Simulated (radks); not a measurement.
Values are calculated unless marked as measured or tabulated.
Ionisation of the iron ion Fe4+, [Ar] 3d4, to [Ar] 3d3 as the strength of local exchange is varied. Level of theory: scalar-relativistic Kohn-Sham, Slater X-alpha exchange (alpha = 2/3 is LDA exchange), no correlation, spin-polarised, spherical densities, point nucleus; open shells are filled with parallel spins first (a radial shooting solver on a logarithmic mesh with Libxc functionals).

| alpha | E(Fe4+) (hartree) | exchange (hartree) | IE (eV) | -e of the level emptied (eV) | <r> of it (bohr) |
|---|---|---|---|---|---|
| 0.667 | -1264.25012 | -49.71468 | 74.904 | 64.008 (3d) | 0.9158 |
| 0.683 | -1265.44396 | -50.95007 | 75.458 | 64.535 (3d) | 0.9129 |
| 0.768 | -1271.80308 | -57.54650 | 78.440 | 67.377 (3d) | 0.8977 |
| 0.995 | -1288.92427 | -75.43765 | 86.723 | 75.313 (3d) | 0.8606 |
| 1.002 | -1289.45544 | -75.99570 | 86.986 | 75.566 (3d) | 0.8595 |
| 1.027 | -1291.35402 | -77.99182 | 87.928 | 76.472 (3d) | 0.8557 |

NIST Atomic Spectra Database: 75.0 +/- 0.15 eV (semi-empirical). The Delta-SCF value meets it near alpha = 0.67. Open shells are spherical and high-spin; term and fine-structure splittings are not resolved.
